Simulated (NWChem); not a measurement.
Everything below was run with NWChem. System: H6NSi2, charge 0, spin multiplicity 2, displaced from the optimised geometry. The structure started from a generated list of species. Its SCF solution wasn't tested for a lower state.

The NWChem input:

```
start mol
memory heap 200 mb stack 900 mb global 1100 mb
geometry units angstroms nocenter noautoz noautosym
  Si     1.592950    -0.243479    -0.466155
  N      0.173743     0.512113     0.309256
  Si    -1.550486     0.038047     0.229108
  H      1.226836    -1.704685    -0.732177
  H      2.797334    -0.163619     0.478516
  H      0.353678     1.420961     0.778826
  H     -1.841337    -1.205463     1.059047
  H     -1.977830    -0.254963    -1.202745
  H     -2.369382     1.199029     0.772411
end
basis spherical
  * library def2-svp
end
dft
  xc becke88 lyp
  odft
  mult 2
  semidirect memsize 60000000 filesize 0
  iterations 100
  convergence nodiis damp 40
end
task dft gradient
```

The output up to the point where the run's verdict is printed (cleaned and shortened):

```
             Northwest Computational Chemistry Package (NWChem) 7.3.0
             --------------------------------------------------------

                                NWChem Input Module
                                -------------------

 Scaling coordinates for geometry "geometry" by  1.889725989
 (inverse scale =  0.529177249)

                             Geometry "geometry" -> ""
                             -------------------------

 Output coordinates in angstroms (scale by  1.889725989 to convert to a.u.)

  No.       Tag          Charge          X              Y              Z
 ---- ---------------- ---------- -------------- -------------- --------------
    1 Si                  14.0000     1.59295000    -0.24347900    -0.46615500
    2 N                    7.0000     0.17374300     0.51211300     0.30925600
    3 Si                  14.0000    -1.55048600     0.03804700     0.22910800
    4 H                    1.0000     1.22683600    -1.70468500    -0.73217700
    5 H                    1.0000     2.79733400    -0.16361900     0.47851600
    6 H                    1.0000     0.35367800     1.42096100     0.77882600
    7 H                    1.0000    -1.84133700    -1.20546300     1.05904700
    8 H                    1.0000    -1.97783000    -0.25496300    -1.20274500
    9 H                    1.0000    -2.36938200     1.19902900     0.77241100

 Effective nuclear repulsion energy (a.u.)     142.8206187797

            Nuclear Dipole moment (a.u.)
            ----------------------------
        X                 Y               Z
 ---------------- ---------------- ----------------
    -0.0000075589     0.0000056692     0.0000226767


 Summary of "ao basis" -> "" (spherical)
 ------------------------------------------------------------------------------
       Tag                 Description            Shells   Functions and Types
 ---------------- ------------------------------  ------  ---------------------
 *                          def2-svp                  on all atoms

                                 NWChem DFT Module
                                 -----------------
[...]
 d= 0,ls=0.5         73   -471.9514432513  9.00D+00  2.38D-01              28.0
                                                     2.24D-01
 d= 0,ls=0.5         74   -480.9512041859 -9.00D+00  2.38D-01              28.3
                                                     2.24D-01
 d= 0,ls=0.5         75   -471.9514432513  9.00D+00  2.38D-01              28.7
                                                     2.24D-01
 d= 0,ls=0.5         76   -480.9512041859 -9.00D+00  2.38D-01              29.0
                                                     2.24D-01
 d= 0,ls=0.5         77   -471.9514432513  9.00D+00  2.38D-01              29.3
                                                     2.24D-01
 d= 0,ls=0.5         78   -480.9512041859 -9.00D+00  2.38D-01              29.7
                                                     2.24D-01
 d= 0,ls=0.5         79   -471.9514432513  9.00D+00  2.38D-01              30.1
                                                     2.24D-01
 d= 0,ls=0.5         80   -480.9512041859 -9.00D+00  2.38D-01              30.5
                                                     2.24D-01
 d= 0,ls=0.5         81   -471.9514432513  9.00D+00  2.38D-01              30.9
                                                     2.24D-01
 d= 0,ls=0.5         82   -480.9512041859 -9.00D+00  2.38D-01              31.2
                                                     2.24D-01
 d= 0,ls=0.5         83   -471.9514432513  9.00D+00  2.38D-01              31.6
                                                     2.24D-01
 d= 0,ls=0.5         84   -480.9512041859 -9.00D+00  2.38D-01              32.0
                                                     2.24D-01
 d= 0,ls=0.5         85   -471.9514432513  9.00D+00  2.38D-01              32.4
                                                     2.24D-01
 d= 0,ls=0.5         86   -480.9512041859 -9.00D+00  2.38D-01              32.8
                                                     2.24D-01
 d= 0,ls=0.5         87   -471.9514432513  9.00D+00  2.38D-01              33.2
                                                     2.24D-01
 d= 0,ls=0.5         88   -480.9512041859 -9.00D+00  2.38D-01              33.6
                                                     2.24D-01
 d= 0,ls=0.5         89   -471.9514432513  9.00D+00  2.38D-01              34.0
                                                     2.24D-01
 d= 0,ls=0.5         90   -480.9512041859 -9.00D+00  2.38D-01              34.4
                                                     2.24D-01
 d= 0,ls=0.5         91   -471.9514432513  9.00D+00  2.38D-01              34.8
                                                     2.24D-01
 d= 0,ls=0.5         92   -480.9512041859 -9.00D+00  2.38D-01              35.1
                                                     2.24D-01
 d= 0,ls=0.5         93   -471.9514432513  9.00D+00  2.38D-01              35.5
                                                     2.24D-01
 d= 0,ls=0.5         94   -480.9512041859 -9.00D+00  2.38D-01              35.9
                                                     2.24D-01
 d= 0,ls=0.5         95   -471.9514432513  9.00D+00  2.38D-01              36.3
                                                     2.24D-01
 d= 0,ls=0.5         96   -480.9512041859 -9.00D+00  2.38D-01              36.7
                                                     2.24D-01
 d= 0,ls=0.5         97   -471.9514432513  9.00D+00  2.38D-01              37.1
                                                     2.24D-01
 d= 0,ls=0.5         98   -480.9512041859 -9.00D+00  2.38D-01              37.5
                                                     2.24D-01
 d= 0,ls=0.5         99   -471.9514432513  9.00D+00  2.38D-01              37.9
                                                     2.24D-01
 d= 0,ls=0.5        100   -480.9512041859 -9.00D+00  2.38D-01              38.2
                                                     2.24D-01
```

The run did not converge; its last values are not results. The next line reads: Calculation failed to converge. NWChem stopped with the message: dft gradient failed.
